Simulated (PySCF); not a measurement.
Be₂O, SMILES [Be][O][Be] (connectivity only; charge and spin as stated), neutral, multiplicity 1.

The structure is a stationary point at B3LYP-D3(BJ)/def2-TZVPD. A frequency run showed that this geometry is not a minimum.

Two levels are set side by side: PBE/def2-TZVPD (PySCF) and HF/def2-TZVPD (PySCF). Same geometry, gas phase. Differences are taken from unrounded values.

| quantity | HF | PBE | PBE minus HF |
|---|---|---|---|
| orbital gap (eV) | 3.74 | 0.35 | -3.39 |
| highest occupied level (eV) | -5.69 | -4.53 | 1.16 |
| lowest empty level (eV) | -1.95 | -4.18 | -2.23 |
| mean polarisability (bohr³) | 184.4 | 113.4 | -71.0 |

PBE's occupied levels lie high since its potential decays too fast outside the molecule; exact exchange lowers them and widens the gap. Differences between two approximate levels are no errors against the true value.

Rough cost on one machine, each run with all the roots and properties that it gave: HF against PBE about 1/4.
